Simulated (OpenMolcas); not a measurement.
**d8 ions of charge +2 down a group with 6 bromide ligands in octahedral coordination**

- Program: OpenMolcas
- Method: CASSCF
- Spin-orbit coupling: state interaction with AMFI integrals over the reference wave functions

The d shell is active. Anionic complexes are neutralised by point charges behind the ligands. Distances were set from a Shannon-type radius of the metal (high-spin where two are listed) plus a fixed donor radius (Br 1.91 Å). Ligand basis ANO-RCC-VTZP, DKH2 Hamiltonian. States (labels of O, the rotations of Oh). Energies in cm-1 above the lowest state or level, χT in cm3 K/mol. Spin-only χT is S(S+1) / 2 for the spin of the ground state.

| Ion | Shell | R (Å) | Metal basis | Outer charge (e at Å behind ligand) | Ground state | First state of that spin | First gap with spin-orbit (degeneracies) | χT at 300 K | First state of another spin | Spin-only χT |
| --- | --- | --- | --- | --- | --- | --- | --- | --- | --- | --- |
| Pd2+ | 4d8 | 2.77 | ANO-RCC-VTZP | 0.67 at 2.4 | 3A2 | 3T2 5389 | 4667 (3, 2) | 1.835 | 1E 12039 | 1.000 |
| Pt2+ | 5d8 | 2.71 | ANO-RCC-VTZP | 0.67 at 3.2 | 3A2 | 3T2 8983 | 6149 (3, 2) | 1.936 | 1E 10264 | 1.000 |

The rows also differ in their outer charges, so part of each step comes from that.

Every ion keeps the highest spin of its shell. χT departs most from the spin-only value for Pt2+, by +0.936 cm3 K/mol.

Without dynamic correlation the repulsion within the d shell is too large (B by tens of per cent), so at a given field states of lower spin stand too high. Real 4d8 and 5d8 ions are as a rule square planar and diamagnetic. With metal d orbitals alone the field can be off either way by tens of per cent. Ligand-to-metal charge-transfer states are missing. With no ligand orbital active B as a rule stays too high, so bands that hang on it stand too high and its fall with covalency is understated. The least metal-like active orbital is 80 % on the metal (Löwdin) and no ligand orbital is active, so the numbers are rough (holds for Pt2+). No measured value stands beside these numbers; the geometry is a model, was not optimised and need not be the one that this ion takes.
